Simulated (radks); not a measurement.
P3+, configuration [Ne] 3s2 3p(up 0, down 0).

All-electron calculation, non-relativistic Kohn-Sham, PBE, spin-polarised, spherical densities, point nucleus. Program: a radial shooting solver on a logarithmic mesh with Libxc functionals.

Energy parts (Ry):
part                       energy
total                  -677.78323
kinetic                 676.97915
electron-nucleus      -1580.45005
Hartree                 269.60820
exchange-correlation    -43.92054

Orbitals (lengths in bohr, moments of r in powers of bohr; r(max) is where P^2 peaks):
orbital  occ.  eigenvalue (Ry)    <r^2>      <r^4>   <1/r>   r(max)
1s          2        -155.6422  0.01454  0.0005456   14.56  0.06803
2s          2        -15.54115   0.3225     0.1897   2.813   0.4200
2p          6        -11.98213   0.2930     0.1866   2.714   0.3540
3s          2         -3.34448    3.201      15.89  0.8211    1.478
3p          0         -2.59871    3.917      24.61  0.7324    1.602

The highest occupied level is 3s at -45.504 eV. Virial ratio -V/T = 2.00119. The electron density at the nucleus is 2196 e/bohr^3. Summed over all electrons, <r^2> = 8.834 bohr^2, which gives a Langevin (diamagnetic) susceptibility term of -7 x 10^-6 cm^3/mol. The density falls to 0.001 e/bohr^3 at r = 3.08 bohr.
